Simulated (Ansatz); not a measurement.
Cr(SH)2 (CrH2S2), relaxed as a quintet with UKS PBE-D4/def2-TZVP in Ansatz, starting from the GFN2-xTB geometry. Force threshold 0.02 eV/Å.

The charge 0 quintet is spin-contaminated (final ⟨S²⟩ up to 6.15, 6.00 for a pure state).

Start:

| atom | x (Å) | y (Å) | z (Å) |
| --- | --- | --- | --- |
| Cr1 | -0.003 | -0.005 | 0.003 |
| S2 | -0.346 | -0.498 | -2.133 |
| H3 | -1.111 | -1.583 | -1.985 |
| S4 | 0.348 | 0.501 | 2.136 |
| H5 | 1.112 | 1.585 | 1.978 |

(1) Estimate the energy that the relaxation releases and the steps that it takes.

(2) Does the start keep its bonding and symmetry?

(3) Predict the relaxed structure.

## Answers

(1) 3.2 kJ/mol, in 3 steps; 4.5 s on 4 threads of Arm Neoverse V1 on a shared host. No frequencies were taken in this run, so the end may be a saddle point.

(2) By distances, no bond broke or formed. The bond that changes most is Cr1–S4, from 2.22 to 2.25 Å (atoms count from 1). Point group C2h at the start, C2h at the end, both within 0.05 Å.

(3) 
Cartesian coordinates in Å:
```
Cr -0.001 -0.002 0.002
S -0.336 -0.483 -2.176
H -1.106 -1.577 -1.938
S 0.335 0.485 2.177
H 1.107 1.577 1.935
```
Bond lengths: 2 × Cr–S 2.25 Å; 2 × H–S 1.36 Å.
